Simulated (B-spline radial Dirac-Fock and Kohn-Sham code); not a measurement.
ΔSCF core binding energies without Breit or QED terms, calculated with a radial atomic solver.

A sound run for the Cs⁴⁺ ion, [Kr] 4d10 5s2 5p3: The ground state converged in 10 iterations, with total energy -7782.96226 Ha, virial ratio 1.93905 and highest orbital energy -55.51 eV. ΔSCF binding energies: K (1s) 36167.1 eV, L3 (2p3/2) 5075.1 eV, M5 (3d5/2) 778.7 eV.

A second run, with one unsound setting: The ground state converged in 10 iterations, with total energy -4457.45569 Ha, virial ratio 2.54812 and highest orbital energy -42.63 eV. ΔSCF binding energies: K (1s) 7449.3 eV, L3 (2p3/2) 3553.6 eV, M5 (3d5/2) 972.3 eV.

```
iter   energy (Ha)        error
   1    -4371.11253357  5.66e+00
   2    -4435.41842587  1.48e+00
   3    -4455.53548387  3.71e-01
   4    -4457.29972581  1.04e-01
   5    -4457.42951511  4.95e-02
   6    -4457.45564538  2.26e-03
   7    -4457.45568340  4.45e-04
   8    -4457.45568504  2.64e-05
   9    -4457.45568505  2.19e-06
  10    -4457.45568505  2.90e-07
```

Question: Which fault fits the second run best?
A. too few iterations
B. tolerance below the noise
C. nuclear radius in wrong units
D. speed of light below Z

Answer: C. The input had radius_factor = 1000.0: radius_factor inflates the nucleus far beyond its size, which weakens the binding of the inner electrons.
